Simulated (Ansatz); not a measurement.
CH₄ClFO₂Si, SMILES `CO[Si](O)(F)Cl`. The species carries charge 0 and has multiplicity 1.

```xyz
10

C     0.4560    1.0939   -1.1407
O     0.6647    0.6659    0.1934
Si   -0.1995   -0.4394    0.9711
O    -0.3120   -1.7706    0.0549
F    -1.6628    0.0861    1.2896
Cl    0.6914   -0.7909    2.7537
H    -0.4701    1.6690   -1.2233
H     0.4141    0.2424   -1.8248
H     1.2944    1.7327   -1.4180
H    -0.8761   -2.4890    0.3441
```

Q: What are the harmonic wavenumbers in cm⁻¹ at PBE0-D4/def2-TZVP (Ansatz, finite differences of forces, unscaled)? (Estimate.)

A: The calculation gave: 52, 75, 130, 172, 225, 259, 339, 350, 366, 583, 785, 815, 938, 978, 1163, 1184, 1224, 1484, 1498, 1500, 3042, 3115, 3143, 3930.

Q: Is this a minimum?

A: Yes, all 24 modes are real.

Q: Give the ideal-gas thermochemistry at 298.15 K and 1 bar (rigid rotor, harmonic oscillator; point group C1, symmetry number 1).

A: Zero-point energy 163.6 kJ/mol; H(298) − E = 187.8 kJ/mol; entropy 380.9 J/(mol·K), of which translation 169.6, rotation 117.3, vibration 94.0; G(298) − E = 74.2 kJ/mol. Modes under 100 cm⁻¹ are hindered rotations or soft bends, so the harmonic entropy is rough.
